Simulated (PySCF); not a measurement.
H6N2Si, SMILES N[SiH2]N at its PBE/def2-SVP optimised geometry (Å):

```
9

N      1.3371    -0.7046     0.0000
Si    -0.4020    -0.7046     0.0000
N     -0.9256     0.9537     0.0000
H      1.8509    -0.2800     0.7758
H      1.8340    -1.5172    -0.3710
H     -0.7385    -1.5724    -1.1939
H     -1.1280    -1.2872     1.1939
H     -1.8509     1.1834     0.3686
H     -0.6722     1.5724    -0.7740
```

Computed with PBE/def2-TZVP (PySCF 2.14.0). Cells within 0.4 Å of a nucleus heavier than hydrogen are left out (blank, or x).

Map of the HOMO−1 amplitude (bohr^(-3/2)) on the plane z = 0.0 Å; orbital energy -5.98 eV, overall sign arbitrary:

```
|555555555555555555555555555|
|555555555555555555555555555|
|555555555555555555555555555|
|555555555555555555555555555|
|555555555555555555555555555|
|555555555444445555555555555|
|555555555444444555555555555|
|555555554433344455555555555|
|555555555422234445555555555|
|5555556665x0234444455555555|
|555555667xxx234444444555555|
|5555556789x5444444444455555|
|555555667876544443334445555|
|555555566776554432233445555|
|555555556666555531013445555|
|55555555555xx5666xx23445555|
|55555555555xx6679xx44455555|
|555555555444566789765555555|
|555555554444556677765555555|
|555555555444555666665555555|
|555555555555555566655555555|
|555555555555555555555555555|
|555555555555555555555555555|
|555555555555555555555555555|
|555555555555555555555555555|
|555555555555555555555555555|
|555555555555555555555555555|
```
Scale: ten equal steps from -0.218 (start of '0') to 0.186 (end of '9'), in the order '0123456789'; x runs from -4.00 to 4.00, y from -4.00 (bottom) to 4.00 (top).
